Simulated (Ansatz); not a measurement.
`CO[CH2][AlH2]` + GeH₄ → `[AlH2][CH2][GeH3]` + CH₃OH  (formal exchange of groups at a C–O bond)

Calculated with Ansatz (gas phase, PBE0-D4/def2-TZVP geometries, no zero-point term in ΔE). CBS: MP2 limit from def2 TZ/QZ plus the TZ coupled-cluster correction, frozen cores. This one scheme is used for every species. Functionals use def2-TZVPP. For Ge outer-core shells are correlated without core-valence functions, which leaves a few kJ/mol of doubt a bond. Scalar relativity is left out up to krypton. Each species was taken in one conformer, which may not be the lowest.

```tsv
level	ΔE (kJ/mol)
ωB97X-V	-85.8
r2SCAN0	-94.0
MP2/def2-TZVPP	-104.2
CCSD(T)/def2-TZVPP	-95.8
```

(1) What does CCSD(T)/CBS give? (An estimate is asked.)

Largest T1 diagnostic among the species: 0.012.

Results:

(1) Ansatz gave: -99.4 kJ/mol. The listed levels differ from it by 13.6, 5.4, -4.8, 3.6 kJ/mol.

From PBE to PBE0 (25 % exact exchange), in def2-TZVPP and without D4, ΔE moves by −5.4 kJ/mol. Leaving LDA and LC-ωPBE aside and taking each functional with its dispersion term where it has one, the values, not all of them listed here, spread over 19.0 kJ/mol, from PBE-QIDH to BLYP-D4. LDA lies +6.7 kJ/mol from PBE without D4. In def2-TZVPP, CCSD(T) changes the Hartree–Fock value by −10.6 kJ/mol (the triples alone add −0.5 kJ/mol) and MP2 by −19.0 kJ/mol.
